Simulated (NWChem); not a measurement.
Molecule: C₃H₄ClFSi; SMILES C([SiH3])=C=C(F)Cl

Computed with NWChem. Geometry: optimised at B3LYP/6-31G* (spherical d). B3LYP is NWChem's, with the RPA form of VWN correlation. Total energies of different functionals are on different scales.

```tsv
level	energy (Ha)	highest occupied level (eV)	orbital gap (eV)	dipole (D)
PBE/def2-TZVP	-965.7087	-6.03	3.50	1.74
B3LYP/def2-TZVP	-966.3293	-7.04	5.28	1.94
LDA (Slater exchange, VWN5)/def2-TZVP	-961.9514	…	…	…
BLYP/def2-TZVP	-966.2350	-5.90	3.55	1.76
CAM-B3LYP/def2-TZVP	-966.2185	-8.57	8.17	2.04
PBE0/def2-TZVP	-965.7760	-7.25	5.67	1.94
```

Task: Fill in the missing entries.

Result: 
- LDA (Slater exchange, VWN5)/def2-TZVP, highest occupied level (eV): -6.20
- LDA (Slater exchange, VWN5)/def2-TZVP, orbital gap (eV): 3.43
- LDA (Slater exchange, VWN5)/def2-TZVP, dipole (D): 1.87
